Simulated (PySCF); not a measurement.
PySCF input (MN15/def2-TZVPD):

```python
from pyscf import gto, scf, dft

mol = gto.M(
    atom='''
    Si   -1.75970509    0.01797307   -0.00365181
    I     0.55884607   -0.00570788    0.00115974
    H    -2.47847676    1.29880875   -0.00643869
    H    -2.50449345   -1.24791426   -0.00390218
    ''',
    basis='def2-tzvpd',
    ecp='def2-tzvp',
    charge=1,
    spin=0,
    verbose=4,
)

mf = dft.RKS(mol, xc='mn15').density_fit(auxbasis='def2-universal-jkfit')
mf.grids.level = 4
mf.conv_tol = 1e-9
mf.max_cycle = 100
mf.max_memory = 1500
mf.kernel()
if not mf.converged:
    mf = mf.newton()
    mf.kernel(mf.make_rdm1())
mf.analyze()
```

Output:

```
ECP def2-tzvp not found for  H
ECP def2-tzvp not found for  Si
PySCF version 2.14.0

[INPUT] verbose = 4
[INPUT] num. atoms = 4
[INPUT] num. electrons = 40
[INPUT] charge = 1
[INPUT] spin (= nelec alpha-beta = 2S) = 0
[INPUT] symmetry False subgroup None
[INPUT] Mole.unit = angstrom
[INPUT] Symbol           X                Y                Z      unit          X                Y                Z       unit  Magmom
[INPUT]  1 Si    -1.759705090000   0.017973070000  -0.003651810000 AA   -3.325360680103   0.033964179918  -0.006900920759 Bohr   0.0
[INPUT]  2 I      0.558846070000  -0.005707880000   0.001159740000 AA    1.056066018090  -0.010786329952   0.002191590976 Bohr   0.0
[INPUT]  3 H     -2.478476760000   1.298808750000  -0.006438690000 AA   -4.683642282499   2.454392825689  -0.012167360701 Bohr   0.0
[INPUT]  4 H     -2.504493450000  -1.247914260000  -0.003902180000 AA   -4.732806701267  -2.358216178339  -0.007374051489 Bohr   0.0

nuclear repulsion = 98.1785407761861
number of shells = 44
number of NR pGTOs = 195
number of NR cGTOs = 120
basis = def2-tzvpd
ecp = def2-tzvp

******** <class 'pyscf.df.df_jk.DFRKS'> ********
method = DFRKS
initial guess = minao
damping factor = 0
level_shift factor = 0
DIIS = <class 'pyscf.scf.diis.CDIIS'>
diis_start_cycle = 1
diis_space = 8
diis_damp = 0
SCF conv_tol = 1e-09
SCF conv_tol_grad = None
SCF max_cycles = 100
direct_scf = False
XC library pyscf.dft.libxc version 7.1.2
    S. Lehtola, C. Steigemann, M. J. T. Oliveira, and M. A. L. Marques,  SoftwareX 7, 1–5 (2018)
XC functionals = mn15
    H. S. Yu, X. He, S. L. Li, and D. G. Truhlar,  Chem. Sci. 7, 5032–5051 (2016)
    H. S. Yu, X. He, S. L. Li, and D. G. Truhlar,  Chem. Sci. 7, 5032–5051 (2016)
radial grids:
    Treutler-Ahlrichs [JCP 102, 346 (1995); DOI:10.1063/1.469408] (M4) radial grids

becke partition: Becke, JCP 88, 2547 (1988); DOI:10.1063/1.454033
pruning grids: <function nwchem_prune>
grids dens level: 4
symmetrized grids: False
atomic radii adjust function: <function treutler_atomic_radii_adjust>
small_rho_cutoff = 0
Set gradient conv threshold to 3.16228e-05
Initial guess from minao.
tot grids = 91928
******** <class 'pyscf.df.df.DF'> ********
auxbasis = def2-universal-jkfit
init E= -545.790328923256
  HOMO = -0.657143649866981  LUMO = -0.534129306748984  gap/eV = 3.34739
cycle= 1 E= -584.973644564889  delta_E= -39.2  |g|= 4.05  |ddm|= 19.8
  HOMO = -0.327296137655887  LUMO = -0.274001212613563  gap/eV = 1.45023
cycle= 2 E= -580.382370052275  delta_E= 4.59  |g|= 5.08  |ddm|= 10.3
  HOMO = -0.402466965796433  LUMO = -0.239710022593998  gap/eV = 4.42884
cycle= 3 E= -586.719024123409  delta_E= -6.34  |g|= 1.13  |ddm|= 6.28
  HOMO = -0.456408748973903  LUMO = -0.378966218090503  gap/eV = 2.10732
cycle= 4 E= -587.012344657378  delta_E= -0.293  |g|= 0.958  |ddm|= 2.32
  HOMO = -0.504392566788711  LUMO = -0.32912752599237  gap/eV = 4.76920
cycle= 5 E= -587.272214973983  delta_E= -0.26  |g|= 0.174  |ddm|= 1.01
  HOMO = -0.538352715872912  LUMO = -0.326129813411208  gap/eV = 5.77488
cycle= 6 E= -587.279555806142  delta_E= -0.00734  |g|= 0.0572  |ddm|= 0.233
  HOMO = -0.529640369872783  LUMO = -0.324020582852065  gap/eV = 5.59520
cycle= 7 E= -587.280136197618  delta_E= -0.00058  |g|= 0.013  |ddm|= 0.0806
  HOMO = -0.529564900674905  LUMO = -0.322420298088463  gap/eV = 5.63669
cycle= 8 E= -587.280187477665  delta_E= -5.13e-05  |g|= 0.0043  |ddm|= 0.0209
  HOMO = -0.529539364304168  LUMO = -0.322865272190266  gap/eV = 5.62389
cycle= 9 E= -587.280193081967  delta_E= -5.6e-06  |g|= 0.00168  |ddm|= 0.00561
  HOMO = -0.529326096027113  LUMO = -0.32297231336045  gap/eV = 5.61517
cycle= 10 E= -587.280194302045  delta_E= -1.22e-06  |g|= 0.000246  |ddm|= 0.0029
  HOMO = -0.529287344012621  LUMO = -0.322962392331584  gap/eV = 5.61439
cycle= 11 E= -587.280194339226  delta_E= -3.72e-08  |g|= 3.82e-05  |ddm|= 0.000664
  HOMO = -0.529296701388277  LUMO = -0.322960068157536  gap/eV = 5.61471
cycle= 12 E= -587.280194339856  delta_E= -6.31e-10  |g|= 6.48e-06  |ddm|= 9.14e-05
  HOMO = -0.529294959372469  LUMO = -0.322960847838713  gap/eV = 5.61464
Extra cycle  E= -587.280194339877  delta_E= -2.13e-11  |g|= 4.68e-06  |ddm|= 1.97e-05
converged SCF energy = -587.280194339877
**** SCF Summaries ****
Total Energy =                        -587.280194339877426
Nuclear Repulsion Energy =              98.178540776186082
One-electron Energy =                -1105.056386137721347
Two-electron Energy =                  419.597651021657839
Two-electron Coulomb Energy =          462.294543744247960
DFT Exchange-Correlation Energy =      -42.696892722590093
HOMO-LUMO gap [eV] =                     5.614637158038770
**** MO energy ****
MO #1   energy= -65.5700204514169  occ= 2
MO #2   energy= -6.8110585392827   occ= 2
MO #3   energy= -5.46258712274101  occ= 2
MO #4   energy= -4.9515573958021   occ= 2
MO #5   energy= -4.94558707998531  occ= 2
MO #6   energy= -4.93973894386144  occ= 2
MO #7   energy= -3.99171939913487  occ= 2
MO #8   energy= -3.98190582479906  occ= 2
MO #9   energy= -3.97880380694161  occ= 2
MO #10  energy= -2.17554976651567  occ= 2
MO #11  energy= -2.17380954830664  occ= 2
MO #12  energy= -2.16923547214139  occ= 2
MO #13  energy= -2.16424060873688  occ= 2
MO #14  energy= -2.16360193048812  occ= 2
MO #15  energy= -0.995726202408434 occ= 2
MO #16  energy= -0.797045070114365 occ= 2
MO #17  energy= -0.651710355802644 occ= 2
MO #18  energy= -0.619037482528602 occ= 2
MO #19  energy= -0.548998829314356 occ= 2
MO #20  energy= -0.529294959372469 occ= 2
MO #21  energy= -0.322960847838713 occ= 0
MO #22  energy= -0.231087137125938 occ= 0
MO #23  energy= -0.162239515977134 occ= 0
MO #24  energy= -0.14391047768823  occ= 0
MO #25  energy= -0.121267784593175 occ= 0
MO #26  energy= -0.0924081675116515 occ= 0
MO #27  energy= -0.0723547755018966 occ= 0
MO #28  energy= -0.0626831647731014 occ= 0
MO #29  energy= -0.0618217499146966 occ= 0
MO #30  energy= -0.0564625091609312 occ= 0
MO #31  energy= -0.0491363693712147 occ= 0
MO #32  energy= -0.0368343434218884 occ= 0
MO #33  energy= -0.0107946144782375 occ= 0
MO #34  energy= -0.000881447121662049 occ= 0
MO #35  energy= 0.0132760806110832 occ= 0
MO #36  energy= 0.0163192430821719 occ= 0
MO #37  energy= 0.0506310801020621 occ= 0
MO #38  energy= 0.0635206668806313 occ= 0
MO #39  energy= 0.0676511264047967 occ= 0
MO #40  energy= 0.0784195738740028 occ= 0
MO #41  energy= 0.0896472610012387 occ= 0
MO #42  energy= 0.112893406678554  occ= 0
MO #43  energy= 0.118993458273111  occ= 0
MO #44  energy= 0.119596266173492  occ= 0
MO #45  energy= 0.133609969726242  occ= 0
MO #46  energy= 0.142588410808482  occ= 0
MO #47  energy= 0.166798303348291  occ= 0
MO #48  energy= 0.183693007843981  occ= 0
MO #49  energy= 0.18864192101337   occ= 0
MO #50  energy= 0.200169508183979  occ= 0
MO #51  energy= 0.205618713519163  occ= 0
MO #52  energy= 0.210102527159945  occ= 0
MO #53  energy= 0.222635888255551  occ= 0
MO #54  energy= 0.222692929788216  occ= 0
MO #55  energy= 0.241628640698862  occ= 0
MO #56  energy= 0.274657152538101  occ= 0
MO #57  energy= 0.290924230943149  occ= 0
MO #58  energy= 0.315964421049657  occ= 0
MO #59  energy= 0.318646272625591  occ= 0
MO #60  energy= 0.33551109537081   occ= 0
MO #61  energy= 0.343203569030093  occ= 0
MO #62  energy= 0.385769190400657  occ= 0
MO #63  energy= 0.476535676093281  occ= 0
MO #64  energy= 0.510881088708167  occ= 0
MO #65  energy= 0.597827955958368  occ= 0
MO #66  energy= 0.611064576725091  occ= 0
MO #67  energy= 0.619333312694534  occ= 0
MO #68  energy= 0.636740380402876  occ= 0
MO #69  energy= 0.640521034374045  occ= 0
MO #70  energy= 0.643473786692287  occ= 0
MO #71  energy= 0.656131450434726  occ= 0
MO #72  energy= 0.745869363594606  occ= 0
MO #73  energy= 0.787141315868159  occ= 0
MO #74  energy= 0.832709971233316  occ= 0
MO #75  energy= 0.837885811863919  occ= 0
MO #76  energy= 0.854469317435504  occ= 0
MO #77  energy= 0.864513531357483  occ= 0
MO #78  energy= 0.920014529828789  occ= 0
MO #79  energy= 0.921041101276474  occ= 0
MO #80  energy= 0.955388104778839  occ= 0
MO #81  energy= 0.971980226637509  occ= 0
MO #82  energy= 0.992734954022498  occ= 0
MO #83  energy= 1.00079693163351   occ= 0
MO #84  energy= 1.0195174271638    occ= 0
MO #85  energy= 1.09266730816583   occ= 0
MO #86  energy= 1.19033503912615   occ= 0
MO #87  energy= 1.21957769987182   occ= 0
MO #88  energy= 1.23402926996388   occ= 0
MO #89  energy= 1.25444937797423   occ= 0
MO #90  energy= 1.2686274449395    occ= 0
MO #91  energy= 1.26903151585096   occ= 0
MO #92  energy= 1.28272867633833   occ= 0
MO #93  energy= 1.29384291149586   occ= 0
MO #94  energy= 1.36222009462144   occ= 0
MO #95  energy= 1.54953908800875   occ= 0
MO #96  energy= 1.64753037176952   occ= 0
MO #97  energy= 1.68261946024858   occ= 0
MO #98  energy= 1.7040909060478    occ= 0
MO #99  energy= 1.93916654817721   occ= 0
MO #100 energy= 2.10720981101064   occ= 0
MO #101 energy= 2.21136158891683   occ= 0
MO #102 energy= 2.4211933593473    occ= 0
MO #103 energy= 2.61652571356875   occ= 0
MO #104 energy= 2.75257149787095   occ= 0
MO #105 energy= 2.75685423380216   occ= 0
MO #106 energy= 2.77345791350431   occ= 0
MO #107 energy= 2.78059475533702   occ= 0
MO #108 energy= 2.89070959444097   occ= 0
MO #109 energy= 2.92835150737562   occ= 0
MO #110 energy= 3.01884260993259   occ= 0
MO #111 energy= 3.98691043281489   occ= 0
MO #112 energy= 5.58420958647976   occ= 0
MO #113 energy= 5.78963097413047   occ= 0
MO #114 energy= 5.83562965519614   occ= 0
MO #115 energy= 9.93249222734356   occ= 0
MO #116 energy= 33.5650129719844   occ= 0
MO #117 energy= 33.5889606256847   occ= 0
MO #118 energy= 33.7291641425459   occ= 0
MO #119 energy= 41.6004910205445   occ= 0
MO #120 energy= 118.103082393071   occ= 0

WARN: Weak orthogonality for localized orbitals 7.540971514299635e-09

 ** Mulliken pop on meta-lowdin orthogonal AOs  **
 ** Mulliken pop  **
pop of  0 Si 1s           1.99993
pop of  0 Si 2s           1.99833
pop of  0 Si 3s           1.34395
pop of  0 Si 4s           0.03462
pop of  0 Si 5s           0.01355
pop of  0 Si 6s           0.00736
pop of  0 Si 2px          1.99967
pop of  0 Si 2py          1.99971
pop of  0 Si 2pz          1.99969
pop of  0 Si 3px          1.10086
pop of  0 Si 3py          1.03601
pop of  0 Si 3pz          0.51217
pop of  0 Si 4px          0.03576
pop of  0 Si 4py          0.08250
pop of  0 Si 4pz          0.02012
pop of  0 Si 5px          0.02533
pop of  0 Si 5py          0.00028
pop of  0 Si 5pz          0.00114
pop of  0 Si 6px          0.00018
pop of  0 Si 6py          0.00022
pop of  0 Si 6pz          0.00026
pop of  0 Si 3dxy         0.08135
pop of  0 Si 3dyz         0.00031
pop of  0 Si 3dz^2        0.01869
pop of  0 Si 3dxz         0.10739
pop of  0 Si 3dx2-y2      0.09131
pop of  0 Si 4dxy         0.07167
pop of  0 Si 4dyz         0.00144
pop of  0 Si 4dz^2        0.00271
pop of  0 Si 4dxz         0.06363
pop of  0 Si 4dx2-y2      0.01035
pop of  0 Si 5dxy         0.01293
pop of  0 Si 5dyz         0.00065
pop of  0 Si 5dz^2        0.00695
pop of  0 Si 5dxz         0.00515
pop of  0 Si 5dx2-y2      0.01939
pop of  0 Si 4f-3         0.02226
pop of  0 Si 4f-2         0.00002
pop of  0 Si 4f-1         0.00814
pop of  0 Si 4f+0         0.01100
pop of  0 Si 4f+1         0.01126
pop of  0 Si 4f+2         0.01626
pop of  0 Si 4f+3         0.01617
pop of  1 I 4s            1.77216
pop of  1 I 5s            1.91595
pop of  1 I 6s            0.06468
pop of  1 I 7s            0.02810
pop of  1 I 8s            0.01255
pop of  1 I 9s            0.00076
pop of  1 I 10s           0.08038
pop of  1 I 4px           0.02109
pop of  1 I 4py           0.32559
pop of  1 I 4pz           0.33451
pop of  1 I 5px           1.62535
pop of  1 I 5py           1.68839
pop of  1 I 5pz           1.69126
pop of  1 I 6px           0.22183
pop of  1 I 6py           0.40100
pop of  1 I 6pz           1.41272
pop of  1 I 7px           1.14809
pop of  1 I 7py           0.06487
pop of  1 I 7pz           0.04258
pop of  1 I 8px           0.12200
pop of  1 I 8py           0.00151
pop of  1 I 8pz           0.00816
pop of  1 I 9px           0.12782
pop of  1 I 9py           0.01295
pop of  1 I 9pz           0.00177
pop of  1 I 4dxy          1.39279
pop of  1 I 4dyz          1.39270
pop of  1 I 4dz^2         1.39169
pop of  1 I 4dxz          1.39329
pop of  1 I 4dx2-y2       1.99626
pop of  1 I 5dxy          0.24707
pop of  1 I 5dyz          0.24281
pop of  1 I 5dz^2         0.23244
pop of  1 I 5dxz          0.23723
pop of  1 I 5dx2-y2       0.00377
pop of  1 I 6dxy          0.18550
pop of  1 I 6dyz          0.18522
pop of  1 I 6dz^2         0.17944
pop of  1 I 6dxz          0.18450
pop of  1 I 6dx2-y2       0.00436
pop of  1 I 7dxy          0.17223
pop of  1 I 7dyz          0.17794
pop of  1 I 7dz^2         0.18973
pop of  1 I 7dxz          0.18966
pop of  1 I 7dx2-y2       0.01471
pop of  1 I 4f-3          0.00006
pop of  1 I 4f-2          0.00000
pop of  1 I 4f-1          0.00000
pop of  1 I 4f+0          0.00003
pop of  1 I 4f+1          0.00005
pop of  1 I 4f+2          0.00012
pop of  1 I 4f+3          0.00014
pop of  1 I 5f-3          0.00009
pop of  1 I 5f-2          0.00000
pop of  1 I 5f-1          0.00004
pop of  1 I 5f+0          0.00001
pop of  1 I 5f+1          0.00029
pop of  1 I 5f+2          0.00004
pop of  1 I 5f+3          0.00033
pop of  2 H 1s            0.99883
pop of  2 H 2s            0.00887
pop of  2 H 3s            0.00534
pop of  2 H 2px           0.00549
pop of  2 H 2py           0.00779
pop of  2 H 2pz           0.00109
pop of  2 H 3px           0.00345
pop of  2 H 3py           0.00282
pop of  2 H 3pz           0.00067
pop of  3 H 1s            0.99883
pop of  3 H 2s            0.00889
pop of  3 H 3s            0.00534
pop of  3 H 2px           0.00558
pop of  3 H 2py           0.00770
pop of  3 H 2pz           0.00109
pop of  3 H 3px           0.00344
pop of  3 H 3py           0.00285
pop of  3 H 3pz           0.00067
 ** Mulliken atomic charges  **
charge of    0Si =     -0.79067
charge of    1I =      1.85940
charge of    2H =     -0.03436
charge of    3H =     -0.03438

WARN: System has nonzero charge 1; the dipole moment is origin-dependent.
Location of origin: [0. 0. 0.]

Dipole moment(X, Y, Z, Debye): -4.86475,  0.04969, -0.01010
```
